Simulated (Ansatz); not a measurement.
A run for Ansatz (a first-principles code): R-PBE/def2-TZVPP on BH5N2 (SMILES NBN), a point of a torsion scan.

Ansatz 0.2 input:
```yaml
crystal:
  periodic: [false, false, false]
  atoms:
    - {symbol: N, position_ang: [1.06436375, -0.41927527, 0.32512891]}
    - {symbol: B, position_ang: [0.14839118, 0.64177925, 0.17933155]}
    - {symbol: N, position_ang: [0.43729316, 1.90498562, 0.71128688]}
    - {symbol: H, position_ang: [1.13520891, -1.15724700, -0.35148233]}
    - {symbol: H, position_ang: [1.94116897, -0.27302459, 0.79922423]}
    - {symbol: H, position_ang: [-0.84106591, 0.47820268, -0.42769452]}
    - {symbol: H, position_ang: [1.25707071, 2.09296901, 1.26268607]}
    - {symbol: H, position_ang: [-0.22344820, 2.66013834, 0.72731096]}
basis:
  gaussian:
    orbitals: def2-TZVPP
hamiltonian:
  xc: {name: PBE}
scf: {lower_state_search: off}
```

The head of its log:

```
WARN ansatz: RAYON_NUM_THREADS=1 ignored (pool sized by the plan → 1); use --threads N
Functional definition: PBE
these checks for a lower state are left out or cut short: stability, starts, cluster_reference, orbital_swaps, neighbouring_geometries, increment
integrals: 0.05 GiB planned
774 factors; their error is unknown
mean field: 0.49 GiB planned
mean field evaluation 1: about -3721.1657 eV, gradient 9.0e1 eV
mean field evaluation 2: about -3684.0752 eV, gradient 1.5e2 eV
```

### Question
What total energy does the run end on?

### Answer
-137.3191 hartree.
